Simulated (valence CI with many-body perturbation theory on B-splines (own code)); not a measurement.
**Mo³⁷⁺: key properties**

Calculated by relativistic CI+MBPT: three valence electrons over a frozen Dirac-Fock core [He], a basis of 11 s, 11 p, 9 d, 7 f, 5 g, 2 h, 1 i functions for each j, with the one-electron correlation potential Σ1 (screened to all orders), the two-electron term Σ2, the three-electron term Σ3, Breit, model QED; selected single and double excitations, second order for the rest (own B-spline code, finite nucleus).

The last digits are not significant, and no measured levels were compared; by estimate large intervals hold to a few tenths of a per cent, small ones and those within an open d or f shell to about a per cent.

Levels are named by their leading jj configuration (3d3/2^4 stands for four electrons in 3d with j = 3/2), which in mixed levels can hold well under half, so a name can repeat and another be missing.

Rates and lifetimes use the calculated energies. Strong lines usually hold to 10 to 20 %, long lifetimes can be off by a factor of two.

**Question.** What is the ground level?

**Answer.** (2s^2 2p1/2) J=1/2, composition 99 % 2s2 2p 2P°, g = 0.651.

**Question.** How well does LS coupling describe the low levels?

**Answer.** Among the lowest 20 levels the leading LS term, summed over configurations, holds 78 % on average. For single configurations the figures are 77 % in LS and 95 % in jj coupling. Terms mix most in the J = 3/2 level at 386.2 eV, where the leading one holds 40 %.

**Question.** What is the ionisation energy?

**Answer.** 5288.6 eV; NIST lists 5287 ± 4 eV (semi-empirical).

**Question.** What are the static dipole polarisabilities of the lowest levels?

**Answer.** (2s^2 2p1/2) J=1/2 0.00201 bohr³, of which the core gives 2.71e-06.

**Question.** Where does the other parity begin?

**Answer.** At (2s 2p1/2^2) J=1/2, 111.0 eV.
